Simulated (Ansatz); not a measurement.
C₂H₇BO₃, SMILES OB(CO)OC.

Coordinates come from a B3LYP-D3(BJ)/def2-SVP optimisation. The values are those of a single conformer.

Two levels are set side by side: PBE/def2-SVPD (Ansatz, a quantum-chemistry and plane-wave program) and PBE0/def2-SVPD (Ansatz). Energy differences of separate SCF runs at the same geometry; the states with an electron removed or added have multiplicity 2 and 2. Differences are taken from unrounded values.

```csv
quantity,PBE0,PBE,PBE minus PBE0
vertical ionisation energy (eV),10.17,9.58,-0.59
vertical singlet–triplet gap (eV),6.32,5.85,-0.47
```
